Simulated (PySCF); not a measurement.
## NaTl and its ions

TPSSh; basis Na aug-cc-pVDZ, Tl aug-cc-pVDZ-PP with ECP60; scalar-relativistic core potentials; PySCF 2.14. Neutral (UKS): singlet (closed shell), Re = 3.301 Å, ωe = 131 cm⁻¹, De = 0.83 eV, HOMO -3.07 eV, LUMO -1.91 eV.

NaTl⁺ (UKS): doublet (σ ↑), Re = 3.659 Å, ωe = 88.4 cm⁻¹. The energies at the minima are -334.75211 hartree for NaTl and -334.57492 for NaTl⁺.

Question: Work out the adiabatic ionisation energy, without and with harmonic zero-point energies (1 hartree = 27.2114 eV, 1 eV = 8065.5 cm⁻¹), and the change of the bond length.

Answer: At TPSSh: 0.17719 hartree = 4.822 eV between the minima; the zero-point term (88.4 − 131.0)/2 cm⁻¹ = -0.003 eV makes it 4.819 eV. Re changes by +35.8 pm against the neutral. Minus the HOMO energy is 3.07 eV, -1.75 eV from the value between the minima; self-interaction puts the Kohn–Sham level too high, less so with exact exchange. The electron leaves a σ orbital, and the longer bond of the ion fits a bonding orbital, or a change in how ionic the bond is.

Closed-shell solutions of metal pairs were not tested for spin polarisation, which can lower them a little. Spin–orbit coupling is left out, which matters for elements this heavy, above all for dissociation energies. States were picked by a PBE0 search and need not be the measured ground states.
